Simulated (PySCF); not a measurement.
Geometry:
```json
{"atom": "Si1", "x (Å)": "-1.127", "y (Å)": "1.324", "z (Å)": "-0.167"}
{"atom": "H2", "x (Å)": "-1.071", "y (Å)": "2.306", "z (Å)": "-1.280"}
{"atom": "H3", "x (Å)": "-2.252", "y (Å)": "1.616", "z (Å)": "0.758"}
{"atom": "O4", "x (Å)": "0.305", "y (Å)": "1.355", "z (Å)": "0.677"}
{"atom": "Si5", "x (Å)": "1.503", "y (Å)": "0.223", "z (Å)": "0.903"}
{"atom": "H6", "x (Å)": "1.669", "y (Å)": "-0.036", "z (Å)": "2.356"}
{"atom": "H7", "x (Å)": "2.768", "y (Å)": "0.707", "z (Å)": "0.291"}
{"atom": "O8", "x (Å)": "1.018", "y (Å)": "-1.172", "z (Å)": "0.139"}
{"atom": "Si9", "x (Å)": "-0.348", "y (Å)": "-1.569", "z (Å)": "-0.721"}
{"atom": "H10", "x (Å)": "0.034", "y (Å)": "-1.977", "z (Å)": "-2.097"}
{"atom": "H11", "x (Å)": "-1.081", "y (Å)": "-2.653", "z (Å)": "-0.018"}
{"atom": "O12", "x (Å)": "-1.301", "y (Å)": "-0.208", "z (Å)": "-0.790"}
```

Geometry: PBE0-D3(BJ)/def2-SVP; GIAO shifts from PySCF 2.14.0 with density-fitted response routines, gas phase, non-relativistic, averaged over equivalent atoms.

At PBE0/pcSseg-1 (153 basis functions, 63 s wall time (56 s CPU) on 1 thread of an Intel Xeon, shared host):
| atoms | δ (ppm) |
| --- | --- |
| Si1/Si5/Si9 | -32.9 |
| H2/H3/H6/H7/H10/H11 | 5.22 |
| O4/O8/O12 | 84.1 |

Chemical shifts δ = σref − σ; 29Si (351.99 ppm), 1H (31.27 ppm) vs TMS; 17O (334.56 ppm) vs H2O, all at this level.

What do these become at B3LYP/pcSseg-1?

## Answers


```
              atoms  δ at B3LYP/pcSseg-1  change
        Si1/Si5/Si9                -40.7    -7.8
H2/H3/H6/H7/H10/H11                 5.15   -0.07
          O4/O8/O12                 88.3    +4.2
```

δ = σ(ref) − σ, references computed at the same level: 29Si (σref 337.86) and 1H (σref 31.38) vs TMS; 17O (σref 334.04) vs H2O.

The largest change is at Si1/Si5/Si9 (silicon bonded to 2 O, 2 H). Cost: 153 basis functions, 38 s wall time on 1 thread of an Intel Xeon, shared host.

Experimental scales use liquid or dissolved standards, which lie at an offset from isolated H2O (liquid H2O: subtract about 36 ppm).
